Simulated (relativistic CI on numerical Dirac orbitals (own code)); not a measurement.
Ba⁶⁺: calculation against measurement

Method of calculation: Dirac-Coulomb-Breit CI, separate exchange-only KLI orbitals for each configuration, model QED (radiative potential, 1s self-energy scaled to tabulated hydrogen-like ionisation energies), unscaled Slater integrals (own radial code, finite nucleus).

Configurations in the expansion (outside the closed core [Kr] 4d10): 5s²5p², 5s5p³, 5s²5p5d, 5p⁴, 5s²5p4f, 5s5p²5d, 5s²5p5f, 5s²4f5d, 5s5p²4f, 5s²5p5g, 5s²5p6s, 5s5p4f², 5s²4f², 5s4f²5d, 5s4f³, 5s²5d², 5s5d³, 5s4f5d², 5p²4f², 5p4f²5d, 5p4f³, 5p4f²5f. Double excitations out of closed p, d and f shells are left out; levels of such configurations are missing from the list, as are those of other unlisted configurations, and high levels can miss mixing partners.

| Configuration | Term (tabulated) | J | Measured (cm⁻¹) | Computed | Error | Purity (%) |
| --- | --- | --- | --- | --- | --- | --- |
| 5s²5p² | 3P | 0 | 0.0 | 0 | 0 | 86 |
| 5s²5p² | 3P | 1 | 15506.6 | 14621 | -886 | 97 |
| 5s²5p² | 3P | 2 | 21499.2 | 21216 | -283 | 61 |
| 5s²5p² | 1D | 2 | 42514.2 | 42030 | -484 | 60 |
| 5s²5p² | 1S | 0 | 61082.5 | 62239 | 1157 | 84 |
| 5s5p³ | 5S° | 2 | 122162.5 | 115400 | -6762 | 93 |
| 5s5p³ | 3D° | 1 | 148547.3 | 150252 | 1705 | 75 |
| 5s5p³ | 3D° | 3 | 156808.0 | 157449 | 641 | 89 |
| 5s5p³ | 3P° | 0 | 172476.7 | 175675 | 3198 | 91 |
| 5s5p³ | 3P° | 1 | 174483.4 | 178047 | 3563 | 78 |
| 5s²5p5d | 3F° | 2 | 206668.0 | 213189 | 6521 | 84 |
| 5s²5p5d | 3F° | 3 | 213712.0 | 219478 | 5766 | 91 |
| 5s²5p5d | 3P° | 0 | 242672.0 | 254902 | 12230 | 87 |
| 5s²5p5d | 3P° | 1 | 243933.0 | 256987 | 13054 | 61 |
| 5s²5p6s | 3P° | 0 | 293555.0 | 302899 | 9344 | 100 |
| 5s²5p6s | 3P° | 1 | 294884.0 | 304598 | 9714 | 76 |
| 5s²5p6s | 3P° | 2 | 316139.0 | 325622 | 9483 | 79 |
| 5s²5p6s | 1P° | 1 | 319558.0 | 330113 | 10555 | 70 |

Measured levels from Sansonetti and Curry, J. Phys. Chem. Ref. Data 39, 043103 (2010); pairs were made by configuration, J and term (by order where the table uses no LS term), so strongly mixed levels may be paired wrongly.

Mean error by configuration (cm⁻¹): 5s²5p² -124; 5s5p³ 469; 5s²5p5d 9393; 5s²5p6s 9774. Over the excited levels the mean absolute error is 5609 cm⁻¹ (17 of the 28 excited levels that our extract of the source holds in range could be paired, and the others can miss by more), and the median relative error of those above 1,000 cm⁻¹ is 3 %.
